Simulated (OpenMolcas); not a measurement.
## Pd4+ in a point-charge field

Pd4+ among 6 point charges of -1.7 e arranged as a trigonal prism (D3h), 2.1 Å from the ion, with a polar angle of 53.5° against the regular 49.1°.
```
   1.6885    0.0000    1.2486  -1.70
  -0.8443    1.4623    1.2486  -1.70
  -0.8443   -1.4623    1.2486  -1.70
   1.6885    0.0000   -1.2486  -1.70
  -0.8443    1.4623   -1.2486  -1.70
  -0.8443   -1.4623   -1.2486  -1.70
```

```json
{
 "Program": "OpenMolcas 26.06",
 "Method": "CASSCF",
 "Basis": "ANO-RCC-VDZP [6s5p3d1f]",
 "Scalar Hamiltonian": "DKH2, point nucleus",
 "Active space": "6 electrons in 5 orbitals (4d)",
 "State averaging": "2S+1 = 5 even, 5 roots; 2S+1 = 3 even, 45 roots; 2S+1 = 1 even, 50 roots",
 "Spin-orbit coupling": "state interaction with AMFI integrals over the reference wave functions"
}
```

The lowest spin-free states (labels of D3, the rotations of D3h), above the lowest:

| State | Degeneracy | E (cm-1) | Free-ion L (%) |
| --- | --- | --- | --- |
| 5A1 | 1 | 0.0 | D (100) |
| 5E | 2 | 234.1 | D (100) |
| 5E | 2 | 2761 | D (100) |
| 3A2 | 1 | 20219 | H (87) |
| 3A1 | 1 | 20227 | H (87) |
| 3E | 2 | 21195 | H (100) |
| 3E | 2 | 21380 | H (57) |
| 3E | 2 | 21682 | H (97) |
| 3A2 | 1 | 22217 | H (82) |
| 3E | 2 | 23736 | H (100) |
| 3A2 | 1 | 23980 | P (68) |
| 3E | 2 | 24631 | H (41) |
| 3E | 2 | 24633 | F (95) |
| 3A2 | 1 | 26218 | F (86) |
| 3A1 | 1 | 26233 | F (86) |
| 3E | 2 | 26395 | F (76) |
| 3A1 | 1 | 26436 | G (100) |
| 3E | 2 | 26481 | G (100) |
| 3E | 2 | 27698 | G (78) |
| 3A2 | 1 | 27812 | F (57) |

The lowest levels with spin-orbit coupling:

| E (cm-1) | Degeneracy | Label | 2S+1 | g |
| --- | --- | --- | --- | --- |
| 0.0 | 2 | E | 5 | 0.00 0.00 11.96 |
| 622.1 | 1 | A1 | 5 |  |
| 653.0 | 1 | A1 | 5 |  |
| 653.1 | 1 | A2 | 5 |  |
| 697.2 | 2 | E | 5 | 0.00 0.00 3.49 |
| 851.9 | 2 | E | 5 | 0.00 0.00 6.27 |
| 2039 | 2 | E | 5 | 0.00 0.00 5.75 |
| 2625 | 2 | E | 5 | 0.00 0.00 0.72 |
| 3340 | 1 | A2 | 5 |  |
| 3507 | 1 | A1 | 5 |  |
| 3955 | 2 |  | 5 | 0.00 0.00 9.72 |
| 4833 | 2 | E | 5 | 0.00 0.00 5.94 |
| 5236 | 2 | E | 5 | 0.00 0.00 2.89 |
| 5446 | 1 | A2 | 5 |  |
| 5839 | 2 | E | 5 | 0.00 0.00 4.87 |
| 5983 | 1 | A1 | 5 |  |
| 20876 | 1 | A1 | 3 |  |
| 20884 | 1 | A2 | 3 |  |
| 20985 | 2 | E | 3 | 0.00 0.00 5.64 |
| 21079 | 2 | E | 3 | 0.00 0.00 9.74 |

Powder χT (cm3 K/mol): 4.48 at 2 K, 4.5 at 10 K, 4.61 at 50 K, 4.74 at 100 K, 4.98 at 200 K, 5.14 at 300 K. The effective moment at 300 K is 2.828 √(χT) = 6.41 μB.

The lowest level has 2S+1 = 5, for which the spin-only value is χT = S(S+1) / 2 = 3.000 cm3 K/mol (g = 2). The computed 5.141 at 300 K differs by +2.141, through orbital momentum, spin-orbit coupling and any other state in reach.

Without dynamic correlation the repulsion within the d shell is too large (B by tens of per cent), so at a given field states of lower spin stand too high. Point charges give a weaker field than real ligands, and real ions of this kind are as a rule low spin; the high spin found here belongs to the model. The ground term spreads over less than 5000 cm-1, several times less than with real ligands, so orbital moments are less quenched and χT lies further from the spin-only value than at real sites. Point charges carry no covalency, so the field is a model and not that of real ligands. No measured value stands beside these numbers.

The RASSCF and RASSI steps took 45 s on 1 thread of Intel(R) Xeon(R) Platinum 8259CL CPU @ 2.50GHz (Skylake/Cascade Lake), on a shared host; the integral step is not counted.

With an even number of electrons the g values are those of a degenerate or nearly degenerate non-Kramers pair.
